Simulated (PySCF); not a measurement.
C2H13NSSi4.
Numbering: `[CH3:1][SiH2:2][Si@@:3]1([SiH3:4])[CH2:5][NH:6][SiH2:7][S:8]1`

Geometry (GFN2-xTB, Å), atoms numbered from 1 in this order:
```xyz
21
C2H13NSSi4 angstrom
C      3.0364   -1.4661    0.2469
Si     1.9243   -0.6179   -1.0340
Si     0.0868    0.3240    0.0641
Si     0.2273    2.2324    1.4119
C     -1.3417    0.6075   -1.2074
N     -2.6010    0.2302   -0.6049
Si    -2.7661   -1.1110    0.4500
S     -0.8066   -1.2805    1.2708
H      2.4667   -2.1816    0.8329
H      3.4544   -0.7388    0.9371
H      3.8641   -1.9947   -0.2162
H      1.6122   -1.5898   -2.0967
H      2.6859    0.4600   -1.6861
H     -0.9816    2.5768    2.1674
H      1.3234    2.1288    2.3786
H      0.5269    3.3884    0.5554
H     -1.1566    0.0472   -2.1356
H     -1.3848    1.6654   -1.4856
H     -3.4003    0.4764   -1.1682
H     -3.0605   -2.4042   -0.1647
H     -3.7181   -0.7358    1.4836
```

NICS is the negative of the GIAO shielding at a point without a nucleus: at the ring centre (0) and 1 Å above and below it (1); zz is the component along the ring normal. Level: GIAO PBE0/pcSseg-1 (PySCF, non-relativistic, gas phase) on the GFN2-xTB geometry, one conformer.

Ring bond lengths (Å), with Mayer bond orders in brackets: Si3–C5 1.933 (0.86), C5–N6 1.446 (0.95), N6–Si7 1.714 (1.01), Si7–S8 2.131 (0.93), S8–Si3 2.197 (0.96).

Question: Give the NICS values of each ring in ppm.

Answer: 
```tsv
ring	type	NICS(0)	NICS(1), two faces	NICS(1)zz, two faces	rms pucker (Å)	centre to ring atoms, mean (Å)
Si3–C5–N6–Si7–S8	5-membered ring with N, S and 2 Si; formal bonds all single	-7.2	-3.4 / -3.7	-2.6 / -3.2	0.14	1.58
```

Question: What do they say, and how far can they be read as aromaticity?

Answer: 
- Si3–C5–N6–Si7–S8: mean NICS(1)zz -2.9 ppm, near zero. Si3, C5, Si7 have four or more neighbours; no verdict on aromaticity is drawn.

Question: At the second NICS(1) probe listed for ring Si3–C5–N6–Si7–S8, 1 Å off the ring, how large is the induced field along the normal in 11.7 T applied along it?

Answer: NICSzz × B0 = -3.2 ppm × 11.7 T = -37 μT, against the applied field.

Question: How shielded are the nuclei of the rings and their hydrogens (means over atoms taken as equivalent)?

Answer: 
| atoms | environment | σ isotropic (ppm) | principal values of the symmetric part, first atom (ppm) |
| --- | --- | --- | --- |
| Si3 | four-coordinate silicon | 349.3 | 297.6, 348.0, 402.1 |
| C5 | sp3 carbon bound to nitrogen | 148.6 | 124.3, 140.6, 180.8 |
| N6 | silicon-bound nitrogen | 242.9 | 187.9, 219.3, 321.5 |
| Si7 | SiH2 silicon | 355.7 | 295.3, 353.2, 418.7 |
| S8 | sulfur bonded to 2 Si | 835.2 | 693.9, 859.8, 951.8 |
| H17 | methylene hydrogen | 28.66 | 22.2, 27.9, 35.8 |
| H18 | methylene hydrogen | 28.51 | 24.1, 27.3, 34.2 |
| H19 | N–H hydrogen | 31.53 | 20.5, 28.8, 45.2 |
| H20 | Si–H hydrogen | 26.20 | 21.9, 23.4, 33.3 |
| H21 | Si–H hydrogen | 26.28 | 22.4, 23.1, 33.4 |

On an Arm Neoverse N1 with one thread, shared host with 64 logical CPUs at a one-minute load of 49, this took 91 s and 1.1 GiB of memory at its peak. This is the whole shielding run at PBE0/pcSseg-1, SCF included.
